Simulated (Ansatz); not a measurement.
Cl3Sb (`[Cl][Sb]([Cl])[Cl]`), 4 atoms. Charge 0, multiplicity 1. Correlated methods include outer-core shells of Sb, which these sets cover unevenly. Sb takes the def2 core potential. All runs use 2 threads of a server CPU on a shared host. Correlated methods freeze the cores.

**Question.** How many basis functions does each run have, and how long does it take in Ansatz? direct RPA on PBE orbitals/def2-TZVPP energy; RKS PBE-D4/def2-TZVPP energy and forces; RHF-CCSD(T)/def2-TZVPP energy; RKS ωB97M-V/def2-SVP energy; RHF-CCSD(T)/def2-SVP energy; RHF-MP2/def2-QZVPP energy; RKS PBE0-D4/def2-TZVPP energy; RKS PBE0-D4/def2-SVP energy; RKS ωB97M-V/def2-QZVPP energy; RKS PBE0-D4/def2-QZVPP energy; RKS PBE0-D4/def2-TZVP relaxation (4 steps); RKS PBE0-D4/def2-TZVP frequencies. (An estimate is asked.)

**Answer.** Ansatz gave: Other jobs shared the machine, so times are rough.

```csv
level,job,functions,wall time,peak host memory (GiB)
RKS PBE0-D4/def2-SVP,energy,80,1.2 s,0.18
RKS PBE-D4/def2-TZVPP,energy and forces,176,2.1 s,0.24
RHF-CCSD(T)/def2-SVP,energy,80,2.2 s,0.21
RKS PBE0-D4/def2-TZVPP,energy,176,3.2 s,0.53
direct RPA on PBE orbitals/def2-TZVPP,energy,176,4 s,0.35
RKS ωB97M-V/def2-SVP,energy,80,4.5 s,0.26
RKS PBE0-D4/def2-QZVPP,energy,292,7 s,0.98
RHF-MP2/def2-QZVPP,energy,292,11 s,0.97
RKS ωB97M-V/def2-QZVPP,energy,292,15 s,1.1
RKS PBE0-D4/def2-TZVP,relaxation (4 steps),161,20 s,0.46
RHF-CCSD(T)/def2-TZVPP,energy,176,23 s,1.2
RKS PBE0-D4/def2-TZVP,frequencies,161,44 s,0.47
```
